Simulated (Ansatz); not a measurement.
Geometry optimisation, Ansatz 0.2.0, RKS B3LYP/def2-SVP.

Input file:

```yaml
crystal:
  periodic: [false, false, false]
  atoms:
    - { symbol: S, position_ang: [-0.3746, 3.2342, 1.1805] }
    - { symbol: Al, position_ang: [-0.1368, 1.1236, 0.5222] }
    - { symbol: "N", position_ang: [-0.17868, 0.18787, -1.15841] }
    - { symbol: Si, position_ang: [-0.06718, -1.50581, -0.60574] }
    - { symbol: Si, position_ang: [0.18139, -1.00869, 1.52923] }
    - { symbol: H, position_ang: [-1.8138, 3.1201, 1.294] }
    - { symbol: H, position_ang: [-1.21821, 0.27293, -1.52663] }
    - { symbol: H, position_ang: [-1.23137, -2.30203, -0.87427] }
    - { symbol: H, position_ang: [1.24627, -2.02836, -1.16368] }
    - { symbol: H, position_ang: [-0.96141, -1.43082, 2.31354] }
    - { symbol: H, position_ang: [1.5372, -1.17354, 2.05633] }
basis:
  gaussian: { orbitals: def2-SVP }
hamiltonian:
  xc: b3lyp
relax:
  f_tol: 0.015
  max_steps: 40
```

Run as:

```bash
$ ansatz run input.yaml --threads 2 --pin off --max-ram 3072MiB --backend cpu --events-out ev --progress --plain --runs-dir out
```

Problem. Where does it end, and by what steps?

Solution. The forces met the threshold. After 16 steps the energy has fallen by 1.549 eV; H6 moved furthest, 1.15 Å.

```csv
step,energy less start (eV),largest force component (eV/Å),accepted
0,0.0000,3.643,yes
1,-0.8243,1.955,yes
2,-1.1861,1.337,yes
3,-1.3051,0.748,yes
4,-1.3620,1.529,yes
5,-1.4056,0.132,yes
6,-1.4243,0.100,yes
7,-1.4298,0.802,yes
8,-1.4680,0.461,yes
9,-1.5080,0.124,yes
10,-1.5274,0.271,yes
11,-1.5463,0.069,yes
12,-1.5230,0.282,no
13,-1.5486,0.026,yes
14,-1.5490,0.020,yes
15,-1.5490,0.023,yes
16,-1.5491,0.006,yes
```

```xyz
11
Properties=species:S:1:pos:R:3
S -1.042 3.217 0.630
Al -0.545 1.078 0.483
N -0.497 0.153 -1.064
Si -0.058 -1.509 -0.644
Si 0.074 -0.961 1.665
H -0.897 3.252 1.976
H -0.671 0.433 -2.027
H -1.109 -2.510 -1.009
H 1.223 -1.961 -1.274
H -0.924 -1.633 2.550
H 1.429 -1.071 2.282
```

Time of the run: 64 s on 2 threads of Arm Neoverse V2, with other jobs on the host, peak memory 0.27 GiB.
